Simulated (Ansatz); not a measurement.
Cost and result up the ladder for Nb2(F)10 (Nb₂F₁₀) (12 atoms). Charge 0, multiplicity 1. Geometry: PBE-D4/def2-SVP.

```xyz
12

Nb   -1.2935   -0.7920    0.8170
F    -0.0564   -2.1923    0.9156
F    -1.6612   -0.7969    2.6235
F    -2.1724    0.8278    0.4931
F    -2.6309   -1.8309    0.0888
F     0.4054    0.4323    1.0597
Nb    1.2935    0.7920   -0.8170
F     0.0563    2.1922   -0.9156
F     1.6612    0.7968   -2.6235
F     2.1724   -0.8278   -0.4930
F     2.6309    1.8310   -0.0889
F    -0.4053   -0.4323   -1.0597
```

Ansatz on 4 threads of Intel Xeon 6975P-C on a shared host. Times are rough, and most runs start from the orbitals of an earlier one. PBE0-D4/def2-TZVP serves as the yardstick here, not as an exact answer. Differences are given only for rows in sets of like size (and for xTB, whose basis is part of the method), since another set adds its own error. Binding counts from free atoms at the same level (Nb sextet, F doublet; other spins of the atoms weren't run), without zero-point energy or a counterpoise term.

In the def2 sets Nb takes a core potential; there is no spin–orbit coupling. B3LYP takes the VWN-RPA correlation. Correlated methods freeze 10 core orbitals; core or outer-core shells of Nb are correlated, in sets that lack core-valence functions. The rows differ in basis, and correlated rows in double-zeta sets carry the largest basis error.

Correlated methods converge slowly with the basis, most of all in double-zeta sets.

```tsv
level	functions	wall time	binding energy per atom (eV)	difference from PBE0-D4/def2-TZVP (eV)
PBE-D4/def2-SVP	202	1.9 s	5.44	–
LDA (SPW92)/def2-TZVP	390	2.2 s	6.00	1.15
MP2/def2-SVP	202	2.9 s	5.07	–
PBE0-D4/def2-SVP	202	3.1 s	5.00	–
PBE-D4/def2-TZVP (with forces)	390	5 s	5.22	0.38
RPA@PBE/def2-SVP	202	5.5 s	4.41	–
r2SCAN-D4/def2-TZVP	390	6.5 s	5.05	0.20
PBE0-D4/def2-TZVP	390	8.5 s	4.85	0.00
B3LYP-D4/def2-TZVP	390	8.5 s	4.96	0.12
```
